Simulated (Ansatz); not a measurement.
This geometry of CH5OSe (8 atoms, charge 1, multiplicity 1) is a first-order saddle point.

Theory: RKS B3LYP-D4/def2-SVP (Ansatz).

```xyz
8
Properties=species:S:1:pos:R:3
C -0.507 0.908 -0.302
O 0.561 -0.087 -0.043
Se 0.323 -1.284 1.498
H -0.127 1.545 -1.111
H -1.435 0.388 -0.572
H -0.611 1.486 0.623
H 0.816 -0.566 -0.857
H 0.980 -2.390 0.764
```

Task: Which two structures does it join? (They come from a converged band through this point; their orientation in space is the band's.)

Result: No bond is made or broken. The dihedral C1–O2–Se3–H8 goes from 69 to -111°.

Image 0:

```xyz
8
Properties=species:S:1:pos:R:3
C -0.511 0.789 -0.279
O 0.715 -0.029 -0.121
Se 1.017 -1.209 1.364
H -0.269 1.553 -1.028
H -1.338 0.140 -0.596
H -0.696 1.242 0.701
H 1.117 -0.328 -0.960
H -0.035 -2.158 0.919
```

Image 6:

```xyz
8
Properties=species:S:1:pos:R:3
C -0.535 0.820 -0.318
O 0.501 -0.236 -0.201
Se 0.158 -1.891 0.738
H -0.021 1.694 -0.738
H -1.348 0.464 -0.963
H -0.877 1.017 0.704
H 1.013 -0.375 -1.023
H 1.110 -1.494 1.802
```

Task: How far does it lie above each of them?

Result: 0.183 eV above the first and 0.199 eV above the second. This is the barrier of this one path; another mechanism may lie lower. Limits of this set-up: the dipole of an ion depends on the origin.

Time of the run: 2.2 min on 1 thread of Arm Neoverse V1, on a shared host, peak memory 0.17 GiB.
